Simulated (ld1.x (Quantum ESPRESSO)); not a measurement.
**What the settings do to the TM potential of antimony (Sb)**

Base potential:

antimony, norm-conserving Troullier–Martins (Kleinman–Bylander form), made with ld1.x (Quantum ESPRESSO) 7.5 (LDA (PZ), scalar-relativistic). Core [Kr] 4d10, reference 5s2 5p3. Waves: 5p (bound): rc 2.50 bohr; 5s (bound): rc 2.00 bohr. Local part: the s channel. Core correction: none.

All-electron outer shells of the reference configuration (LDA (PZ), scalar-relativistic, ld1.x):

```json
{"shell": "4p", "level (eV)": "-101.60", "outermost node (bohr)": "0.39", "outermost maximum (bohr)": "0.76"}
{"shell": "4d", "level (eV)": "-33.55", "outermost node (bohr)": "0.38", "outermost maximum (bohr)": "0.84"}
{"shell": "5s", "level (eV)": "-13.09", "outermost node (bohr)": "0.95", "outermost maximum (bohr)": "1.88"}
{"shell": "5p", "level (eV)": "-5.00", "outermost node (bohr)": "1.04", "outermost maximum (bohr)": "2.32"}
```

Cutoffs, loose and tight: the cutoffs (Ry, on a coarse ladder) from which the occupation-weighted sum of valence levels, in a spherical-Bessel basis at the reference potential, stays within 10 and 1 mRy of its value at 400 Ry. They do not see the model core or the augmentation charge, which bear on the density cutoff. Test errors are all-electron minus pseudo excitation energies from the reference, over the configurations 5s2 5p2; 5s2 5p1; 5s2 5p0; 5s2 5p2.5; 5s1 5p4; 5s0 5p5; 5s1 5p0 (two spin-polarised tests are not counted in the largest error). A dash means not determined; rows that change the core or the reference have their own tests.

```csv
change,outcome,"cutoff, loose","cutoff, tight",bound ghosts,largest test error (meV)
base,generated,25 Ry,35 Ry,none,+490
"all radii scaled by about 0.76 (s 1.52, p 1.90 bohr)",generated,50 Ry,100 Ry,none,+516
"all radii scaled by about 0.84 (s 1.68, p 2.10 bohr)",generated,30 Ry,55 Ry,none,+508
"all radii scaled by about 0.89 (s 1.78, p 2.22 bohr)",generated,25 Ry,50 Ry,none,+507
"all radii scaled by about 1.09 (s 2.18, p 2.72 bohr)",generated,21 Ry,35 Ry,none,+463
"all radii scaled by about 1.14 (s 2.28, p 2.86 bohr)",generated,21 Ry,30 Ry,none,+437
"all radii scaled by about 1.28 (s 2.56, p 3.20 bohr)",generated,12 Ry,25 Ry,none,+343
"all radii scaled by about 1.40 (s 2.80, p 3.50 bohr)",generated,10 Ry,21 Ry,none,+272
```

(1) What comes out with this change to the base: all radii scaled by about 1.20 (s 2.40, p 3.00 bohr)?

## Answers

(1) outcome: generated; cutoff, loose: 18 Ry; cutoff, tight: 30 Ry; bound ghosts: none; largest test error (meV): +404.

Reading the sweep of the scale of all radii (base = 1) (base included, trends over the rows without a ghost): The loose cutoff falls from 50 Ry at 0.76 to 10 Ry at 1.4. A larger radius leaves more room for a smooth pseudo-wave, so fewer plane waves are needed; a smaller one forces it to follow the all-electron wave where it bends sharply. The median size of the test errors (rows with all tests solved) falls from 34.2 meV at 0.76 to 21.2 meV at 1.4. This runs against the usual rule that a larger radius transfers worse; these runs do not show why.
